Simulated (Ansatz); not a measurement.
Input file for Ansatz (a first-principles code): R-wB97X-V/def2-TZVPP on CH4GeO2 (SMILES C[O][Ge][OH]), a point of a torsion scan.

Ansatz 0.2 input:
```yaml
crystal:
  periodic: [false, false, false]
  atoms:
    - {symbol: C, position_ang: [-0.92116637, 0.19396615, 0.28667379]}
    - {symbol: O, position_ang: [-0.92662871, -1.17791548, -0.01507955]}
    - {symbol: Ge, position_ang: [-2.04564135, -2.53122047, -0.30546922]}
    - {symbol: O, position_ang: [-3.65678029, -1.79277409, -0.13541181]}
    - {symbol: H, position_ang: [-1.69526391, 0.44837934, 1.01720341]}
    - {symbol: H, position_ang: [0.05491297, 0.45076972, 0.70611149]}
    - {symbol: H, position_ang: [-1.08303294, 0.78521269, -0.61838852]}
    - {symbol: H, position_ang: [-3.84379117, -0.87322852, 0.04351893]}
basis:
  gaussian:
    orbitals: def2-TZVPP
hamiltonian:
  xc: {name: wB97X-V}
scf: {lower_state_search: off}
```

The head of its log:

```
WARN ansatz: RAYON_NUM_THREADS=2 ignored (pool sized by the plan → 2); use --threads N
Functional definition: wB97X-V
these checks for a lower state are left out or cut short: stability, starts, cluster_reference, orbital_swaps, neighbouring_geometries, increment
integrals: 0.15 GiB planned
1107 factors; their error is unknown
integrals: 0.18 GiB planned
238 factors; integrals over basis functions are off by at most 1.5e-5 eV
mean field: 1.25 GiB planned
mean field evaluation 1: about -61703.0111 eV, gradient 6.7e1 eV
mean field evaluation 2: about -61699.4487 eV, gradient 8.4e1 eV
```

**Question.** What total energy does the run end on?

**Answer.** -2267.8292 hartree.
